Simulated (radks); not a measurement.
The numbers below are computed, except where a source is named.
O IV, 5 electrons, occupied as [He] 2s2 2p1.

Code: a radial shooting solver on a logarithmic mesh with Libxc functionals. Model: Dirac Kohn-Sham, BLYP, spin-unpolarised, spherical densities, finite nucleus; open shells fill j = l - 1/2 first; Fermi nuclear charge, rms radius 2.6991 fm.

Energy parts (Ry):
total: -142.52213
kinetic: 142.50202
electron-nucleus: -314.94023
Hartree: 43.39772
exchange-correlation: -13.48164

Orbitals (lengths in bohr, moments of r in powers of bohr):
| orbital | occ. | eigenvalue (Ry) | <r^2> | <1/r> |
|---|---|---|---|---|
| 1s1/2 | 2 | -43.18850 | 0.05350 | 7.646 |
| 2s1/2 | 2 | -5.83590 | 1.130 | 1.492 |
| 2p1/2 | 1 | -4.78391 | 1.039 | 1.408 |
| 2p3/2 | 0 | -4.77925 | 1.041 | 1.406 |

The highest occupied level is 2p1/2 at -65.088 eV. The electron density at the nucleus is 328.9 e/bohr^3.
